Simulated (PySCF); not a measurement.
Isomers of C6H8ClF, one GFN2-xTB conformer each. Single-point energies are computed at PBE0/pcSseg-1 (PySCF, gas phase, no added dispersion term), electronic only.

**Question.** Rank them by PBE0/pcSseg-1 energy, lowest first (kcal/mol).
A. `[CH2:1]=[CH:2][C@H:3]([CH2:4][F:5])[C:6](=[CH2:7])[Cl:8]` with C1–C2–C3–C4 12°, C2–C3–C4–F5 168°, C2–C3–C6–C7 -123°
B. `[CH2:1]=[C:2]([F:3])/[C:4](=[CH:5]\[Cl:6])[CH2:7][CH3:8]` with C1–C2–C4–C5 -166°, C2–C4–C7–C8 72°
C. `[F:1][C:2]1=[C:3]([Cl:4])[CH2:5][CH2:6][CH2:7][CH2:8]1` with C2–C3–C5–C6 -16°, C3–C5–C6–C7 47°, C5–C6–C7–C8 -65°, C6–C7–C8–C2 47°

**Answer.** C (0.0), B (25.7), A (32.2).

GFN2-xTB itself gives, in the same order: 0.0, 31.4, 37.4. Both levels put the same isomer lowest; measured from each level's own lowest isomer, the values differ by up to 5.7 kcal/mol (C=C(F)/C(=C\Cl)CC: 31.4 against 25.7).

**Question.** Which frontier levels, dipoles and rotational constants go with these structures?

**Answer.** 
| SMILES | HOMO (eV, PBE0/pcSseg-1) | LUMO (eV) | dipole (D) | A, B, C (MHz) |
| --- | --- | --- | --- | --- |
| FC1=C(Cl)CCCC1 | -6.87 | 0.34 | 3.29 | 2581, 1420, 953.4 |
| C=C(F)/C(=C\Cl)CC | -6.83 | -1.27 | 2.96 | 2353, 1237, 880.9 |
| C=C[C@H](CF)C(=C)Cl | -7.49 | -0.46 | 1.72 | 1701, 1551, 1097 |
